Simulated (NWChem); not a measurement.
System: PbSiH$_{3}$Cl, singlet; SMILES [Cl][Pb][SiH3]

NWChem printed, in part:

```
             Northwest Computational Chemistry Package (NWChem) 7.3.0
             --------------------------------------------------------

 C1  symmetry detected

                             Geometry "geometry" -> ""
                             -------------------------

 Output coordinates in angstroms (scale by  1.889725989 to convert to a.u.)

  No.       Tag          Charge          X              Y              Z
 ---- ---------------- ---------- -------------- -------------- --------------
    1 Pb                  82.0000     0.52267582     0.07575921    -0.00019388
    2 Cl                  17.0000    -1.32606297     1.77147438     0.00019809
    3 Si                  14.0000    -1.13374273    -2.04839368    -0.00080422
    4 H                    1.0000    -1.60256550    -2.44628577     1.32912460
    5 H                    1.0000    -0.49459299    -3.27352874    -0.50299337
    6 H                    1.0000    -2.34678997    -1.92999379    -0.80234129

 Effective nuclear repulsion energy (a.u.)     611.0023643548

                                Z-matrix (autoz)
                                --------

 Units are Angstrom for bonds and degrees for angles

      Type          Name      I     J     K     L     M      Value
      ----------- --------  ----- ----- ----- ----- ----- ----------
    1 Stretch                  1     2                       2.50864
    2 Stretch                  1     3                       2.69365
    3 Stretch                  3     4                       1.46520
    4 Stretch                  3     5                       1.47026
    5 Stretch                  3     6                       1.45875
    6 Bend                     1     3     4               114.24897
    7 Bend                     1     3     5               112.94569
    8 Bend                     1     3     6               116.58192
    9 Bend                     2     1     3                94.58075
   10 Bend                     4     3     5               102.87599
   11 Bend                     4     3     6               104.75594
   12 Bend                     5     3     6               103.97220
   13 Torsion                  2     1     3     4         -84.62205
   14 Torsion                  2     1     3     5         158.24188
   15 Torsion                  2     1     3     6          37.90900

                           NWChem Geometry Optimization
                           ----------------------------

 maximum gradient threshold         (gmax) =   0.000450
 rms gradient threshold             (grms) =   0.000300
 maximum cartesian step threshold   (xmax) =   0.001800
 rms cartesian step threshold       (xrms) =   0.001200
 fixed trust radius                (trust) =   0.300000
 source of zmatrix                         =   autoz

          -------------------
          Energy Minimization
          -------------------

 Using diagonal initial Hessian
 Scaling for Hessian diagonals: bonds = 1.00  angles = 0.25  torsions = 0.10

          --------
          Step   0

                                 NWChem DFT Module
                                 -----------------

 Summary of "ao basis" -> "ao basis" (spherical)
 ------------------------------------------------------------------------------
       Tag                 Description            Shells   Functions and Types
 ---------------- ------------------------------  ------  ---------------------
 Pb                         def2-svp                10       26   4s4p2d
 Cl                         def2-svp                 8       18   4s3p1d
 Si                         def2-svp                 8       18   4s3p1d
 H                          def2-svp                 3        5   2s1p

            General Information
            -------------------
          SCF calculation type: DFT
          Wavefunction type:  closed shell.
          No. of atoms     :     6
          No. of electrons :    56
           Alpha electrons :    28
            Beta electrons :    28
          Charge           :     0
          Spin multiplicity:     1
          Use of symmetry is: off; symmetry adaption is: off
          Maximum number of iterations: 150
          AO basis - number of functions:    77
                     number of shells:    35
          Convergence on energy requested:  1.00D-06
          Convergence on density requested:  1.00D-05
          Convergence on gradient requested:  5.00D-04

              XC Information
              --------------
                         PBE0 Method XC Functional
                     Hartree-Fock (Exact) Exchange  0.250
          PerdewBurkeErnzerhof Exchange Functional  0.750
            Perdew 1991 LDA Correlation Functional  1.000 local
           PerdewBurkeErnz. Correlation Functional  1.000 non-local

             Grid Information
             ----------------
          Grid used for XC integration:  medium
          Radial quadrature: Mura-Knowles
          Angular quadrature: Lebedev.
          Tag              B.-S. Rad. Rad. Pts. Rad. Cut. Ang. Pts.
          ---              ---------- --------- --------- ---------
          Pb                  1.80      123          10.0       590
          Cl                  1.00       88          12.0       590
          Si                  1.10       88          11.0       590
          H                   0.35       45          12.0       434
          Grid pruning is: on
          Number of quadrature shells:   434
          Spatial weights used:  Erf1

      Superposition of Atomic Density Guess
      -------------------------------------

 Sum of atomic energies:        -968.91999383

      Non-variational initial energy
      ------------------------------

 Total energy =    -941.670359
 1-e energy   =   -1779.926208
 2-e energy   =     634.182572
 HOMO         =      -0.212623
 LUMO         =      -0.067172

   convergence    iter        energy       DeltaE   RMS-Dens  Diis-err
 ---------------- ----- ----------------- --------- --------- ---------
 d= 0,ls=0.0,diis     1   -943.8294760935 -1.15D+03  2.25D-02  3.10D-01
 d= 0,ls=0.0,diis     2   -943.7263560017  1.03D-01  1.28D-02  8.67D-01
 d= 0,ls=0.0,diis     3   -943.8858717211 -1.60D-01  1.95D-03  1.39D-02
 d= 0,ls=0.0,diis     4   -943.8880675727 -2.20D-03  7.39D-04  1.68D-03
 d= 0,ls=0.0,diis     5   -943.8883347932 -2.67D-04  1.17D-04  2.56D-05
  Resetting Diis
 d= 0,ls=0.0,diis     6   -943.8883390688 -4.28D-06  3.95D-05  4.66D-06
 d= 0,ls=0.0,diis     7   -943.8883400815 -1.01D-06  1.33D-05  1.69D-07
 d= 0,ls=0.0,diis     8   -943.8883400880 -6.45D-09  7.07D-06  1.90D-07

         Total DFT energy =     -943.888340087979
      One electron energy =    -1782.103833394076
           Coulomb energy =      700.227220821505
    Exchange-Corr. energy =      -66.085003512812
 Nuclear repulsion energy =      204.073275997404

 Numeric. integr. density =       56.000000855671

                       DFT Final Molecular Orbital Analysis
                       ------------------------------------

 Vector   26  Occ=2.000000D+00  E=-3.091638D-01
              MO Center= -1.1D+00,  1.4D+00, -2.3D-02, r^2= 2.7D+00
   Bfn.  Coefficient  Atom+Function         Bfn.  Coefficient  Atom+Function
  ----- ------------  ---------------      ----- ------------  ---------------
    38      0.510180  2 Cl py                35      0.367211  2 Cl py
    37      0.232994  2 Cl px                32      0.215841  2 Cl py
    39     -0.182724  2 Cl pz                34      0.169756  2 Cl px
    11      0.162624  1 Pb px                 3      0.144962  1 Pb s
    36     -0.130175  2 Cl pz                31      0.099391  2 Cl px

 Vector   27  Occ=2.000000D+00  E=-3.082818D-01
              MO Center= -1.2D+00,  1.6D+00,  1.2D-02, r^2= 1.8D+00
   Bfn.  Coefficient  Atom+Function         Bfn.  Coefficient  Atom+Function
  ----- ------------  ---------------      ----- ------------  ---------------
    39      0.599533  2 Cl pz                36      0.428022  2 Cl pz
    33      0.251976  2 Cl pz                38      0.155010  2 Cl py
    35      0.111903  2 Cl py                16      0.110083  1 Pb pz
    13      0.109417  1 Pb pz                37      0.070211  2 Cl px
    32      0.065727  2 Cl py                73      0.055819  6 H  s

[...]

      ----------------------
      Optimization converged
      ----------------------

  Step       Energy      Delta E   Gmax     Grms     Xrms     Xmax
  ---- ---------------- -------- -------- -------- -------- --------
@   13    -943.89196237 -5.3D-10  0.00001  0.00000  0.00075  0.00171
                                     ok       ok       ok       ok

                                Z-matrix (autoz)
                                --------

 Units are Angstrom for bonds and degrees for angles

      Type          Name      I     J     K     L     M      Value     Gradient
      ----------- --------  ----- ----- ----- ----- ----- ---------- ----------
    1 Stretch                  1     2                       2.49638    0.00001
    2 Stretch                  1     3                       2.75500   -0.00000
    3 Stretch                  3     4                       1.49909    0.00000
    4 Stretch                  3     5                       1.50149   -0.00001
    5 Stretch                  3     6                       1.49905    0.00000
    6 Bend                     1     3     4               109.43456   -0.00000
    7 Bend                     1     3     5               114.69724    0.00000
    8 Bend                     1     3     6               109.44759   -0.00000
    9 Bend                     2     1     3                89.00605   -0.00000
   10 Bend                     4     3     5               107.55654   -0.00000
   11 Bend                     4     3     6               107.91995    0.00000
   12 Bend                     5     3     6               107.56413   -0.00000
   13 Torsion                  2     1     3     4         -59.15496   -0.00000
   14 Torsion                  2     1     3     5         179.89154   -0.00000
   15 Torsion                  2     1     3     6          58.91843   -0.00000

                         Geometry "geometry" -> "geometry"
                         ---------------------------------

 Output coordinates in angstroms (scale by  1.889725989 to convert to a.u.)

  No.       Tag          Charge          X              Y              Z
 ---- ---------------- ---------- -------------- -------------- --------------
    1 Pb                  82.0000     0.54347235     0.10634904    -0.26791962
    2 Cl                  17.0000    -1.37551613     1.57917276     0.34865294
    3 Si                  14.0000    -1.12419988    -2.07591467    -0.05196920
    4 H                    1.0000    -1.68214842    -2.14170014     1.33786013
    5 H                    1.0000    -0.47011688    -3.39631344    -0.34041071
    6 H                    1.0000    -2.27256939    -1.92256193    -1.00322360

 Effective nuclear repulsion energy (a.u.)     608.4327280265

                Final and change from initial internal coordinates
                --------------------------------------------------

                                Z-matrix (autoz)
                                --------

 Units are Angstrom for bonds and degrees for angles

      Type          Name      I     J     K     L     M      Value       Change
      ----------- --------  ----- ----- ----- ----- ----- ---------- ----------
    1 Stretch                  1     2                       2.49638   -0.01227
    2 Stretch                  1     3                       2.75500    0.06135
    3 Stretch                  3     4                       1.49909    0.03388
    4 Stretch                  3     5                       1.50149    0.03123
    5 Stretch                  3     6                       1.49905    0.04030
    6 Bend                     1     3     4               109.43456   -4.81441
    7 Bend                     1     3     5               114.69724    1.75155
    8 Bend                     1     3     6               109.44759   -7.13433
    9 Bend                     2     1     3                89.00605   -5.57470
   10 Bend                     4     3     5               107.55654    4.68054
   11 Bend                     4     3     6               107.91995    3.16401
   12 Bend                     5     3     6               107.56413    3.59193
   13 Torsion                  2     1     3     4         -59.15496   25.46709
   14 Torsion                  2     1     3     5         179.89154   21.64965
   15 Torsion                  2     1     3     6          58.91843   21.00944

[...]

 Rotational Constants
 --------------------
 A=   0.093305 cm-1  (  0.134243 K)
 B=   0.071785 cm-1  (  0.103281 K)
 C=   0.041158 cm-1  (  0.059216 K)

 Temperature                      =   298.15K
 frequency scaling parameter      =   1.0000

 Zero-Point correction to Energy  =   15.375 kcal/mol  (  0.024502 au)
 Thermal correction to Energy     =   19.215 kcal/mol  (  0.030621 au)
 Thermal correction to Enthalpy   =   19.807 kcal/mol  (  0.031565 au)

 Total Entropy                    =   84.499 cal/mol-K
   - Translational                =   42.703 cal/mol-K (mol. weight = 273.9459)
   - Rotational                   =   28.149 cal/mol-K (symmetry #  =        1)
   - Vibrational                  =   13.647 cal/mol-K

 Cv (constant volume heat capacity) =   17.868 cal/mol-K
   - Translational                  =    2.979 cal/mol-K
   - Rotational                     =    2.979 cal/mol-K
   - Vibrational                    =   11.909 cal/mol-K

[normal modes left out]

 ----------------------------------------------------------------------------
 Normal Eigenvalue ||           Projected Infra Red Intensities
  Mode   [cm**-1]  || [atomic units] [(debye/angs)**2] [(KM/mol)] [arbitrary]
 ------ ---------- || -------------- ----------------- ---------- -----------
    1       -0.000 ||    0.002163           0.050         2.109       0.481
    2        0.000 ||    0.000674           0.016         0.657       0.150
    3        0.000 ||    0.000036           0.001         0.035       0.008
    4        0.000 ||    0.000327           0.008         0.318       0.073
    5        0.000 ||    0.001075           0.025         1.048       0.239
    6        0.000 ||    0.000451           0.010         0.439       0.100
    7       72.413 ||    0.001766           0.041         1.721       0.392
    8       77.535 ||    0.000002           0.000         0.002       0.000
    9      249.036 ||    0.018381           0.424        17.919       4.084
   10      321.532 ||    0.043266           0.998        42.178       9.613
   11      336.509 ||    0.010653           0.246        10.385       2.367
   12      414.843 ||    0.008425           0.194         8.214       1.872
   13      827.275 ||    0.344568           7.949       335.902      76.555
   14      923.921 ||    0.040455           0.933        39.438       8.988
   15      935.008 ||    0.037439           0.864        36.498       8.318
   16     2187.038 ||    0.118781           2.740       115.794      26.390
   17     2203.789 ||    0.087084           2.009        84.894      19.348
   18     2211.441 ||    0.094617           2.183        92.237      21.022
 ----------------------------------------------------------------------------
```

Level: PBE0/def2-SVP with def2 effective core potentials on Pb. Low-valent species are run as closed-shell singlets; no triplet was tried in these runs. def2 effective core potentials on Pb; no spin-orbit coupling.

### Question
Write an input that gives this output.

### Answer
One answer among several that fit: the input that was run:
```
start job
memory heap 200 mb stack 900 mb global 1100 mb
geometry units angstroms
  Pb     0.018439    -0.041121     0.429994
  Cl    -0.998287    -1.416312    -1.405327
  Si     0.991477     1.845273    -1.228458
  H      2.295542     1.519279    -1.811524
  H      1.245514     3.126361    -0.553224
  H      0.155202     2.207275    -2.367564
end
basis spherical
  * library def2-svp
end
ecp
  Pb library def2-ecp
end
dft
  xc pbe0
  iterations 150
end
driver
  maxiter 120
end
task dft optimize
dft
  grid fine
  convergence energy 1d-8 density 1d-7
end
task dft freq numerical
```
